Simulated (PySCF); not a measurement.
## Fractional electron number in Nb²⁺ (niobium, charge +2)

The 4d alpha orbital of [Kr] 4d3 is emptied in steps (occupation f), with all orbitals relaxed, ending at [Kr] 4d2. Computed with PySCF 2.14 in def2-TZVPPD with the def2 core potential (28 electrons) (6s4p3d2f1g, 56 functions), with a scalar-relativistic core potential. The exact energy is a straight line in f; departures are measured from the line between the end points of the same method.

```tsv
f	UHF (eV)	LDA (eV)	PBE (eV)
1	0.000	0.000	0.000
0.8	0.124	-0.892	-0.876
0.6	0.183	-1.347	-1.320
0.4	0.179	-1.354	-1.326
0.2	0.117	-0.907	-0.888
0	0.000	0.000	0.000
```

Q: For LDA, how does the orbital energy at f = 1 compare with the removal energy?

A: −ε = 20.079 eV against a total-energy difference of 25.619 eV. By Janak's theorem ε = ∂E/∂f, so the gap between them reflects the curvature. Along the path −ε is 22.245 (f = 0.8), 24.459 (f = 0.6), 26.714 (f = 0.4), 29.001 (f = 0.2) eV.

```json
{"method": "UHF", "E(f=0) − E(f=1) (eV)": "24.556", "−ε at f=1 (eV)": "25.351", "−ε at f=0.4 (eV)": "24.389"}
{"method": "LDA", "E(f=0) − E(f=1) (eV)": "25.619", "−ε at f=1 (eV)": "20.079", "−ε at f=0.4 (eV)": "26.714"}
{"method": "PBE", "E(f=0) − E(f=1) (eV)": "25.551", "−ε at f=1 (eV)": "20.108", "−ε at f=0.4 (eV)": "26.628"}
```

Reference removal energy between the ground levels: 25.04 eV (semi-empirical (NIST evaluation); NIST Atomic Spectra Database, ionization energies). The calculation has no spin-orbit coupling. The determinant left behind need not be the lowest term of the ion. UHF lacks correlation.
